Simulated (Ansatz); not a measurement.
A geometry relaxed with B3LYP-D3(BJ)/def2-TZVP (Ansatz, a quantum-chemistry and plane-wave program), charge 0, multiplicity 1:

```xyz
9

Cl     0.5696     2.1091     0.4188
H     -1.2711    -1.0242    -0.1985
C      0.2733     0.4148     0.0816
Cl     1.2332    -2.0588    -0.4176
C      1.3377    -0.3611    -0.0787
H     -1.6681     0.6100    -0.7677
H     -1.6596     0.2649     0.9589
H      2.3486     0.0077    -0.0100
C     -1.1637     0.0374     0.0132
```

Task: Write the SMILES of this molecule.

Result: `C/C(Cl)=C\Cl`
